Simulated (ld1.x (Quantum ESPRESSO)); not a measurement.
**What one change does to a pseudopotential (H (Z = 1), TM)**

hydrogen, norm-conserving Troullier–Martins (Kleinman–Bylander form), made with ld1.x (Quantum ESPRESSO) 7.5 (LDA (PZ), scalar-relativistic). Core none, reference 1s0.5 (charge +0.5). Waves: 1s (bound): rc 1.00 bohr; 2p channel at -0.15 Ry: rc 0.90 bohr. Local part: all-electron potential smoothed inside 0.75 bohr (lloc = -2). Core correction: none.

Change: all radii scaled by about 1.08 (s 1.08, p 0.98 bohr); local potential all-electron potential smoothed inside 0.82 bohr (lloc = -2).

Cutoffs: the cutoffs (Ry, on a coarse ladder) from which the occupation-weighted sum of valence levels, in a spherical-Bessel basis at the reference potential, stays within 10 and 1 mRy of its value at 400 Ry; they do not see the model core or the augmentation charge, which bear on the density cutoff. Errors are all-electron minus pseudo energies relative to the spin-unpolarised reference configuration.

Question: What does the change do?

Answer: The potential gets softer (21 Ry and 40 Ry → 18 Ry and 40 Ry); of the 3 tests that both files solve, the error grows in 2 and shrinks in 0 by more than 15 % and 0.3 meV (median size 1.0 → 1.3 meV); neither file shows a bound ghost. A larger radius leaves more room for a smooth pseudo-wave, so fewer plane waves are needed.

| quantity | base | changed |
| --- | --- | --- |
| cutoff, loose | 21 Ry | 18 Ry |
| cutoff, tight | 40 Ry | 40 Ry |
| bound ghosts | none | none |
| error for 1s1, meV [ΔE -4.64 eV] | +0.5 | +0.7 |
| error for 1s0.5 (spin-polarised), meV [ΔE -0.39 eV] | -1.0 | -1.4 |
| error for 1s1 (spin-polarised), meV [ΔE -5.54 eV] | -1.0 | -1.3 |
